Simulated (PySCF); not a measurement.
C3H8N2Si, SMILES N[SiH](CC#C)N. Coordinates come from a PBE-D3(BJ)/def2-SVP optimisation. This is a generated structure with no PubChem entry under its InChIKey; it may be hypothetical. Other conformers were not sampled.

**Question.** Give the equilibrium geometry at PBE-D3(BJ)/def2-SVP (PySCF confirms it by a frequency run) as Cartesian coordinates in Å. (The exact figures need the calculation; the answer reports its results.)

**Answer.** This is not unique; one that fits is 
```xyz
14

C      2.4451     1.6057     0.6335
C      1.8654     0.5483     0.4138
C      1.0910    -0.6496     0.1452
Si    -0.7945    -0.2779     0.1747
N     -1.8415    -1.5736    -0.3085
N     -0.9720     0.9976    -0.9916
H      2.9852     2.5190     0.8361
H      1.3447    -1.0705    -0.8529
H      1.3058    -1.4420     0.8950
H     -1.1626    -0.0204     1.6165
H     -1.7895    -1.9658    -1.2509
H     -2.1585    -2.2642     0.3737
H     -1.8889     1.4365    -1.1068
H     -0.2291     1.7033    -1.0107
```
